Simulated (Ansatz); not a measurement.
`CB(C)O` + CH₃SH → `CSB(C)O` + CH₄ at 600 K and 1 bar (ligand exchange at a B–C bond).

Calculated with Ansatz (gas phase, PBE0-D4/def2-TZVP geometries, no zero-point term in ΔE). CBS: MP2 limit from def2 TZ/QZ plus the TZ coupled-cluster correction, frozen cores. This one scheme is used for every species. One conformer a species, not always the lowest.

```json
{"species": "`CB(C)O`", "CCSD(T)/CBS energy (Eh)": "-180.36349", "H − E (kJ/mol)": "297.2", "S (J/(mol·K))": "399.6"}
{"species": "CH₃SH", "CCSD(T)/CBS energy (Eh)": "-438.22835", "H − E (kJ/mol)": "152.3", "S (J/(mol·K))": "296.8"}
{"species": "`CSB(C)O`", "CCSD(T)/CBS energy (Eh)": "-578.15840", "H − E (kJ/mol)": "314.8", "S (J/(mol·K))": "447.8"}
{"species": "CH₄", "CCSD(T)/CBS energy (Eh)": "-40.46206", "H − E (kJ/mol)": "140.4", "S (J/(mol·K))": "215.7"}
```

H − E and S are ideal-gas, rigid-rotor, harmonic terms from PBE0-D4/def2-TZVP, for one conformer and one mirror image of each species. 1 Eh = 2625.50 kJ/mol, R = 8.31446 J/(mol·K).

Problem. By hand: ΔE, ΔH, ΔS and ΔG.

Solution. ΔE = (-578.15840) + (-40.46206) − (-180.36349) − (-438.22835) = -0.02862 Eh = -75.1 kJ/mol. Δ(H − E) = 314.8 + 140.4 − 297.2 − 152.3 = 5.7, so ΔH = -69.4 kJ/mol. ΔS = 447.8 + 215.7 − 399.6 − 296.8 = -32.9 J/(mol·K). ΔG = -69.4 − 600 × (-32.9)/1000 = -49.7 kJ/mol.

Problem. By hand: the equilibrium constant, and the temperature at which ΔG would vanish if ΔH and ΔS stayed fixed.

Solution. log₁₀ K = −ΔG/(RT ln 10) = 4.3. ΔG = 0 at ΔH/ΔS = 2109 K.

ΔH outweighs TΔS. A doubt of 5 kJ/mol in ΔE shifts log₁₀ K by 0.4 here. Other conformers and mirror images would add mixing entropy, several J/(mol·K) or more a flexible species. These are equilibria of isolated gas molecules and say nothing of rates. Largest T1 diagnostic: 0.012 (customary marks: 0.02 for closed shells, 0.045 for open ones).
